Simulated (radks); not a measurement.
All-electron atom: Ir IX in [Xe] 4f14 5d1. Calculated with a radial shooting solver on a logarithmic mesh with Libxc functionals: scalar-relativistic Kohn-Sham, PBEsol, spin-unpolarised, spherical densities, point nucleus.

Normalised radial functions P(r) = r R(r), r in bohr:

```
   r/bohr * 4f (the largest magnitude, 1.38, reaches the edge; | marks zero)
 0.002272 *
 0.003006 *
 0.003977 *
 0.005263 *
 0.006908 *
  0.00914 *
  0.01209 *
    0.016 *
  0.02117 *
  0.02779 *
  0.03677 *
  0.04865 |*
  0.06437 |  *
  0.08449 |     *
   0.1118 |          *
   0.1479 |                   *
   0.1957 |                                *
   0.2569 |                                             *
   0.3399 |                                                      *
   0.4497 |                                                      *
    0.595 |                                             *
    0.781 |                               *
    1.033 |                 *
    1.367 |       *
    1.809 | *
    2.375 *
    3.142 *
    4.157 *
```

4f: eigenvalue -182.71 eV, 0 radial nodes, <r> = 0.529 bohr, 90 % of the charge inside 0.854 bohr.
